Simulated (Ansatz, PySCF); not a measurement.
C3H6F2Si, SMILES F[SiH2]C1(F)CC1. Atoms are numbered in the order given.

```xyz
12

F      1.2776     0.0621     1.6948
Si     1.3122    -0.0277     0.0634
C     -0.4838    -0.0155    -0.4674
F     -0.6058    -0.0837    -1.8467
C     -1.5654    -0.7062     0.3171
C     -1.5321     0.7988     0.2400
H      2.0427     1.1544    -0.4614
H      1.9869    -1.2919    -0.3276
H     -1.2990    -1.1959     1.2583
H     -2.3182    -1.2254    -0.2821
H     -1.2421     1.3697     1.1268
H     -2.2627     1.2868    -0.4107
```

Geometry: B3LYP-D3(BJ)/def2-SVP. This is a generated structure with no PubChem entry under its InChIKey; it may be hypothetical. Other conformers were not sampled.

Two levels are set side by side: PBE-D3(BJ)/def2-SVP (Ansatz, an electronic-structure program) and B3LYP-D3(BJ)/def2-SVP (Ansatz). Each level has its own optimised geometry; the coordinates shown are those of the second. Frequencies come from the Hessian of PySCF at each geometry. Differences are taken from unrounded values.

```csv
quantity,B3LYP-D3(BJ),PBE-D3(BJ),PBE-D3(BJ) minus B3LYP-D3(BJ)
mean bond length (Å),1.396,1.404,0.008
bond F1–Si2 (Å),1.634,1.646,0.012
bond Si2–C3 (Å),1.873,1.881,0.008
bond C3–F4 (Å),1.386,1.392,0.005
bond C3–C5 (Å),1.504,1.509,0.005
bond C3–C6 (Å),1.504,1.509,0.005
bond C5–C6 (Å),1.507,1.511,0.004
bond Si2–H7 (Å),1.485,1.500,0.014
bond Si2–H8 (Å),1.485,1.500,0.014
bond C5–H9 (Å),1.094,1.102,0.008
bond C5–H10 (Å),1.093,1.101,0.008
bond C6–H11 (Å),1.094,1.102,0.008
bond C6–H12 (Å),1.093,1.101,0.008
highest harmonic wavenumber (cm⁻¹),3229,3167,-61
mean harmonic wavenumber (cm⁻¹),1218,1182,-35
zero-point energy (kcal/mol),52.22,50.70,-1.52
```

Exact exchange shortens and stiffens bonds; PBE has none. Differences between two approximate levels are no errors against the true value.
